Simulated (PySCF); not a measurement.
## Deuteron quadrupole couplings in `C(=C1\C[SiH2]1)/C1COC1`

C6H10OSi.
Geometry (GFN2-xTB, Å), atoms numbered from 1 in this order:
```xyz
18
C6H10OSi angstrom
C      0.1047   -0.5614   -0.0493
C      1.3321   -0.1498   -0.2902
C      2.7349   -0.6628   -0.1144
Si     2.5962    1.0595   -0.9060
C     -1.1085    0.2440   -0.3593
C     -2.2522   -0.4769   -1.0974
O     -3.1634   -0.2224   -0.0276
C     -2.1476    0.3886    0.7686
H     -0.0828   -1.5323    0.4017
H      2.9995   -1.5298   -0.7072
H      3.0686   -0.7789    0.9096
H      2.9263    2.2149   -0.0904
H      2.8221    1.1767   -2.3361
H     -0.8226    1.1927   -0.8157
H     -2.5819   -0.0197   -2.0338
H     -2.0949   -1.5496   -1.2489
H     -2.4081    1.4112    1.0527
H     -1.9309   -0.1977    1.6672
```

Level: PBE0/pcSseg-1 (PySCF, non-relativistic); Q(2H) = 0.00286 b; rigid geometry, the same for H and D, with no vibrational averaging.

Problem. Rank these positions by the coupling χzz of a deuteron there, largest first.
A. H12 (Si–H hydrogen)
B. H16 (methylene hydrogen)
C. H9 (vinylic hydrogen)
D. H10 (methylene hydrogen)
E. H14 (methine hydrogen)

Solution. D (224 kHz), C (212 kHz), E (204 kHz), B (197 kHz), A (115 kHz).

Problem. Tabulate Vzz, the asymmetry η and χzz = 234.96 MHz × Q × Vzz for every hydrogen position.

Solution. 
```csv
atom,bonded to,bond length (Å),Vzz (au),η,χzz (kHz)
H9,C1,1.087,0.3154,0.05,212
H10,C3,1.083,0.3328,0.07,224
H11,C3,1.083,0.3324,0.07,223
H12,Si4,1.452,0.1718,0.05,115
H13,Si4,1.453,0.1715,0.05,115
H14,C5,1.091,0.3037,0.02,204
H15,C6,1.093,0.2972,0.04,200
H16,C6,1.095,0.2928,0.03,197
H17,C8,1.093,0.2976,0.04,200
H18,C8,1.095,0.2929,0.03,197
```

Problem. Average by the element that carries the hydrogen.

Solution. on C: 207 kHz over 8 positions, mean bond length 1.090 Å; on Si: 115 kHz over 2 positions, mean bond length 1.452 Å.

Problem. How does χzz go with the bond length over the 8 C–H bonds?

Solution. A straight-line fit has a slope of -23.2 kHz for each 0.01 Å, with a correlation coefficient of -0.99, over lengths from 1.083 to 1.095 Å. The longer bonds have the smaller couplings here.

Problem. A static deuteron (I = 1) shows a doublet split by (3/2)χ, (3/4)χ(1 + η) and (3/4)χ(1 − η) with the field along z, y and x of the gradient. What are these for H12?

Solution. With |χ| = 115.4 kHz and η = 0.049: 173, 91 and 82 kHz, to first order and without motion.

The structure is a single GFN2-xTB conformer in the gas phase; no vibrational or solvent corrections. GFN2-xTB bond lengths can be off by several hundredths of an ångström, more for odd bonds, and the gradients follow them. A larger basis could move these couplings by a tenth or more.
